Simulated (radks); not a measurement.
Excited configurations of P I: one electron is placed in a higher orbital outside [Ne] 3s2 3p2. The ground configuration is [Ne] 3s2 3p3. Calculated with a radial shooting solver on a logarithmic mesh with Libxc functionals: scalar-relativistic Kohn-Sham, PBE, spin-polarised, spherical densities, point nucleus; open shells are filled with parallel spins first. Excitation = E - E(ground); binding = E(ion) - E, where the ion is the core of charge +1; n* = 1/sqrt(2 binding) in atomic units, and the quantum defect is n - n*.

outer orbital  excitation (eV)  binding (eV)     n*  quantum defect  eigenvalue (eV)  <r> (bohr)
3d                       8.339         2.199  2.487           0.513           -0.635       6.800
4s                       6.873         3.665  1.927           2.073           -2.113       6.027
4p                       8.013         2.524  2.322           1.678           -1.395       7.848
4d                       9.152         1.385  3.134           0.866           -0.750       13.24
4f                       9.571         0.966  3.752           0.248           -0.480       16.68
5s                       8.752         1.785  2.761           2.239           -1.114       12.59
7s                       9.841         0.697  4.419           2.581           -0.475       33.37

Estimate the row for 5f.

Answer. excitation (eV) 9.864; binding (eV) 0.674; n* 4.494; quantum defect 0.506; eigenvalue (eV) -0.405; <r> (bohr) 28.24. The Delta-SCF ionisation energy is 10.538 eV (NIST Atomic Spectra Database: 10.487 eV, measured). Self-interaction in the functional shifts the binding energies and quantum defects, so they are the method's values and not measured ones. Open shells are spherical and high-spin; term and fine-structure splittings are not resolved.
